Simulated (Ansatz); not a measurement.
1-ethyl-3-methylimidazolium hexafluorophosphate (C6H11F6N2P), relaxed as a singlet with RKS r2SCAN-D4/def2-SVP in Ansatz, starting from the GFN2-xTB geometry. Force threshold 0.03 eV/Å.

Start:

```csv
atom,x (Å),y (Å),z (Å)
C1,0.8124,2.4730,0.9632
C2,1.0373,2.2400,-0.5272
N3,0.9039,0.8403,-0.8615
C4,1.8263,-0.1296,-0.6166
C5,1.2787,-1.3142,-1.0022
N6,0.0339,-1.0479,-1.4791
C7,-0.9209,-2.0197,-1.9320
C8,-0.1722,0.2583,-1.3784
H9,0.8815,3.5347,1.1809
H10,1.5515,1.9394,1.5533
H11,-0.1679,2.1130,1.2613
H12,0.2998,2.7967,-1.1089
H13,2.0399,2.5661,-0.8183
H14,2.7751,0.0801,-0.1691
H15,1.6687,-2.3087,-0.9453
H16,-0.4025,-2.8548,-2.3983
H17,-1.6047,-1.5624,-2.6436
H18,-1.4911,-2.3865,-1.0766
H19,-1.0818,0.7603,-1.6409
F20,-1.5093,0.5349,2.7732
P21,-1.3405,-0.8632,1.9906
F22,0.2131,-0.4546,1.6371
F23,-1.7871,-0.0934,0.5883
F24,-0.8558,-1.6199,3.3117
F25,-1.1180,-2.2195,1.0959
F26,-2.8704,-1.2624,2.2425
```

```tsv
step	energy (eV)	largest force component (eV/Å)	SCF passes
1	-34941.3478	0.642	20
2	-34941.4485	0.348	20
3	-34941.4752	0.190	20
4	-34941.4792	0.098	22
5	-34941.4845	0.121	21
6	-34941.4883	0.207	21
7	-34941.4921	0.181	21
8	-34941.4962	0.106	21
9	-34941.4985	0.072	21
10	-34941.5008	0.103	21
11	-34941.5024	0.142	20
13	-34941.5050	0.140	22
15	-34941.5074	0.076	20
17	-34941.5092	0.031	22
19 (rejected)	-34941.5069	0.202	19
21	-34941.5125	0.104	19
23	-34941.5165	0.061	20
25	-34941.5265	0.271	21
27	-34941.5508	0.599	26
29 (rejected)	-34941.5734	0.477	20
31	-34941.6072	0.066	20
33	-34941.6136	0.069	21
35	-34941.6146	0.036	21
37	-34941.6159	0.033	20
38	-34941.6161	0.025	21
```

Force components are those of the run's own axes.

End:

```xyz
26

C     1.250    2.078    1.298
C     0.777    2.178   -0.143
N     0.848    0.877   -0.826
C     1.995    0.137   -1.032
C     1.601   -1.082   -1.509
N     0.224   -1.058   -1.591
C    -0.635   -2.215   -1.816
C    -0.208    0.130   -1.157
H     1.137    3.060    1.779
H     2.311    1.791    1.359
H     0.642    1.347    1.847
H    -0.277    2.484   -0.178
H     1.373    2.895   -0.731
H     2.986    0.535   -0.829
H     2.180   -1.956   -1.798
H    -0.125   -2.909   -2.496
H    -1.582   -1.884   -2.258
H    -0.849   -2.686   -0.846
H    -1.250    0.397   -0.993
F    -1.622    0.930    1.102
P    -1.792   -0.600    1.739
F    -0.251   -0.936    1.207
F    -2.349   -1.086    0.251
F    -1.173   -0.074    3.139
F    -1.920   -2.113    2.287
F    -3.294   -0.241    2.196
```

By distances, no bond broke or formed. The bond that changes most is F20–P21, from 1.61 to 1.67 Å (atoms count from 1). A close non-bonded pair moves further: H19–F20, from 4.44 to 2.19 Å.

The force fell under the threshold at step 36, but the optimiser went on. No frequencies were taken in this run, so the end may be a saddle point.

Hardware: 4 threads of Intel Xeon 6975P-C on a shared host. Wall time 2.5 min, peak host memory 0.62 GiB.
